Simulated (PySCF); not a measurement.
OSn, neutral, multiplicity 1. Atoms are numbered in the order given.

```xyz
2

Sn     0.0000     0.0000    -0.2507
O      0.0000     0.0000     1.5671
```
Charge 0, spin multiplicity 1.

Coordinates come from a PBE0-D3(BJ)/def2-TZVP optimisation. The def2 effective core potentials stand for the cores of Sn; spin–orbit coupling is left out.

Level of theory: HF/def2-TZVPD (PySCF).

Mulliken values depend strongly on the basis, most of all with diffuse functions as here. ESP charges are fitted to the potential on shells at 1.4 to 2.0 van der Waals radii. Atomic charges (e):

| atom | ESP fit | Mulliken |
|---|---|---|
| Sn1 | 0.66 | 0.90 |
| O2 | -0.66 | -0.90 |
